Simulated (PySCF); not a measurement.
Computed shifts of a molecule C3H8O2Si, PySCF with PBE/pcSseg-1, GIAO, gas phase, equivalent atoms averaged, in ppm (number of nuclei): ¹³C: 75.4 (1), 73.2 (1), 61.3 (1). ²⁹Si: 3.0 (1). ¹H: 5.53 (1), 5.02 (1), 4.83 (1), 4.78 (1), 4.58 (1), 4.42 (1), 4.21 (1), -0.97 (1). References: ¹⁷O against H2O (σ = 334.3 ppm); ¹³C against TMS (σ = 182.0 ppm); ²⁹Si against TMS (σ = 335.4 ppm); ¹H against TMS (σ = 31.49 ppm), references at their B3LYP-D3(BJ)/def2-TZVP geometries, non-relativistic. Coordinates come from a r2SCAN-D4/def2-SVP optimisation. One conformer was computed; it need not be the lowest.

**Question.** Identify the compound among the candidates.
A. OC[SiH]1COC1
B. C=C[Si](C)(O)O
C. CC[Si@H](O)C=O
D. OC[Si@H]1CCO1

**Answer.** A, OC[SiH]1COC1
